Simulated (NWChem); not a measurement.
Molecule: BHF2; SMILES FBF

```xyz
4

B      0.0000     0.0000    -0.4577
H      0.0000     0.0000    -1.6471
F     -1.1335     0.0000     0.2189
F      1.1335     0.0000     0.2189
```
Atoms are numbered in this order, from 1.

Level: B3LYP/6-31G* (spherical d) (NWChem); excitation at 532 nm, off resonance, unscaled harmonic frequencies. The geometry was optimised at B3LYP/6-31G* (spherical d).

Give the Raman lines with relative activities.


| wavenumber (cm⁻¹) | relative intensity |
|---|---|
| 540 | 1.7 |
| 941 | 4.8 |
| 1124 | 13 |
| 1174 | 6.4 |
| 2737 | 100 |
